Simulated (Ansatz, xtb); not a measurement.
**Two isomers of FH2NSiSn**

We compare X, `F[SiH2][N]=[Sn]`, a singlet, with Y, `F[Si@@H]1[NH][Sn]1`, a singlet. Both are isolated molecules in the gas phase, relaxed with PBE0-D3(BJ)/def2-SVP; the shapes shown needn't be the lowest conformers.

X (Å):

```xyz
6

F     1.4096    1.1549    2.8645
N    -0.6877    1.0551    1.0973
Si    0.8433    1.7070    1.4381
Sn   -2.3669    0.2704    0.8393
H     0.7946    3.1941    1.5616
H     1.8527    1.3097    0.4123
```

Y (Å):

```xyz
6

F    -0.8831    1.1313    0.4704
N     1.1432   -0.3586   -0.8192
Si    0.3008    0.0116    0.6335
Sn    0.2483   -2.2313   -0.5829
H     1.1290    0.5286    1.7635
H     1.7414    0.1049   -1.4979
```

Task: Estimate E(Y) − E(X) at the level CCSD(T)/def2-TZVP.

Result: Calculated at CCSD(T)/def2-TZVP: E(Y) − E(X) = +6.9 kcal/mol, so structure X lies lower.

How the difference moves with the method:

```
               level              geometry  E(Y) − E(X) (kcal/mol)  departure from the last row (kcal/mol)  job, with rough time for the two
            GFN2-xTB              GFN2-xTB                     +19.0                                   +12.1              optimisation, 0.41 s
           HF/STO-3G              GFN2-xTB                      +4.3                                    −2.6               single point, 1.1 s
  r2SCAN-D4/def2-SVP              GFN2-xTB                      +3.9                                    −3.0               single point, 3.2 s
PBE0-D3(BJ)/def2-SVP  PBE0-D3(BJ)/def2-SVP                      −2.3                                    −9.2                optimisation, 31 s
        HF/def2-TZVP  PBE0-D3(BJ)/def2-SVP                      +6.8                                    −0.1           part of the CCSD(T) run
       MP2/def2-TZVP  PBE0-D3(BJ)/def2-SVP                     +10.6                                    +3.6           part of the CCSD(T) run
   CCSD(T)/def2-TZVP  PBE0-D3(BJ)/def2-SVP                      +6.9                                                     single point, 1.9 min
```

As drawn, Y has 1 N–Sn, 1 Si–Sn, 1 N–H in place of 1 N=Sn, 1 Si–H. Structure X has no ring, Y a 3-membered ring.

PBE0-D3(BJ)/def2-SVP puts the two in the other order. The largest departure from CCSD(T)/def2-TZVP is that of GFN2-xTB, 12.1 kcal/mol.

With harmonic frequencies from PBE0-D3(BJ)/def2-SVP (ideal gas, rigid rotor, one conformer each, 400 K, 1 atm): the zero-point term adds +1.5 kcal/mol; ΔH is +8.3 and ΔG +9.5 kcal/mol.

The T1 diagnostic of structure X is large, so the coupled-cluster value is less sure. The correlated steps freeze 11 core orbitals; the filled d shell of Sn is correlated, in a basis made for valence electrons. Atoms past krypton carry core potentials in the def2 sets, other sets are all-electron and non-relativistic, and no spin–orbit term is included. Mirror images aren't counted in ΔG. Programs: Ansatz 0.2.0, xtb 6.7.1; the last row on 2 threads of AMD EPYC 7R43 64-Core Processor (Zen 3) on a shared host.
